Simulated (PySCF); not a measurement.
Bond stretch in OH (anion, charge -1), singlet.

Methods: RKS-PBE = restricted PBE/aug-cc-pVDZ (PySCF); UKS-PBE = unrestricted PBE/aug-cc-pVDZ (PySCF 2.14.0); RKS-CAM-B3LYP = restricted CAM-B3LYP/aug-cc-pVDZ run with PySCF; UCCSD(T) = PySCF 2.14.0 with CCSD(T) on UHF/aug-cc-pVDZ, 1 core orbital frozen.

Energies relative to the lowest point of each curve near equilibrium, in mEh; the last columns give the difference from UCCSD(T):

```csv
R / Å,RKS-PBE,UKS-PBE,RKS-CAM-B3LYP,UCCSD(T),RKS-PBE − UCCSD(T),UKS-PBE − UCCSD(T),RKS-CAM-B3LYP − UCCSD(T)
0.73,101.1,101.1,95.9,99.8,1.3,1.3,-3.8
0.77,63.4,63.4,59.1,62.1,1.3,1.3,-3.0
0.83,27.3,27.3,24.2,26.2,1.1,1.1,-2.0
0.87,13.1,13.1,10.9,12.3,0.8,0.8,-1.4
0.91,4.7,4.7,3.4,4.2,0.5,0.5,-0.8
0.95,0.8,0.8,0.3,0.5,0.2,0.2,-0.3
0.97,0.1,0.1,0.0,0.0,0.1,0.1,0.0
0.98,0.0,0.0,0.1,0.0,0.0,0.0,0.1
1.02,1.3,1.3,2.3,1.6,-0.3,-0.3,0.7
1.07,5.7,5.7,7.8,6.4,-0.7,-0.7,1.4
1.12,12.3,12.3,15.4,13.2,-0.9,-0.9,2.2
1.20,25.5,25.5,30.2,26.6,-1.1,-1.1,3.6
1.31,46.2,46.2,53.0,47.3,-1.1,-1.1,5.7
1.46,74.6,74.6,84.0,75.4,-0.7,-0.7,8.6
1.60,98.9,98.9,110.4,98.2,0.7,0.7,12.2
1.72,117.2,117.1,130.4,114.9,2.3,2.2,15.5
1.94,144.9,140.9,161.0,139.5,5.4,1.4,21.5
2.12,162.4,152.9,180.7,153.4,9.0,-0.5,27.3
2.39,—,161.7,203.2,164.6,—,-2.9,38.6
2.61,—,164.8,216.7,168.8,—,-4.0,47.9
2.87,—,166.7,228.6,171.4,—,-4.7,57.2
3.40,—,168.4,243.9,173.6,—,-5.2,70.3
3.85,—,168.3,251.1,174.3,—,-6.1,76.8
```

RKS-PBE is furthest from UCCSD(T) at 2.12 (9.0 mEh, above); its mean absolute difference over the points is 1.5 mEh.

UKS-PBE is furthest from UCCSD(T) at 3.85 (-6.1 mEh, below); its mean absolute difference over the points is 1.6 mEh.

RKS-CAM-B3LYP is furthest from UCCSD(T) at 3.85 (76.8 mEh, above); its mean absolute difference over the points is 17.4 mEh.

Dashes: no converged value, or the column stops at the first point that the program doubted or that broke a chosen test of continuity, which isn't proof of a fault.

The restricted form behind RKS-PBE, RKS-CAM-B3LYP keeps the bonding electrons paired and can't separate into open-shell fragments. Where the anion isn't bound against loss of the electron, the finite basis alone holds it. The unrestricted determinant behind UKS-PBE is spin-contaminated at 1.72 to 3.85 Å (<S²> up to 1.0, against 0.00 for a pure singlet). At the longest distance UKS-PBE, RKS-CAM-B3LYP leaves fractional charges on the fragments, a sign of delocalisation error or of the restricted form. The unrestricted determinant behind UCCSD(T) is spin-contaminated at 1.31 to 3.85 Å (<S²> up to 1.0, against 0.00 for a pure singlet).
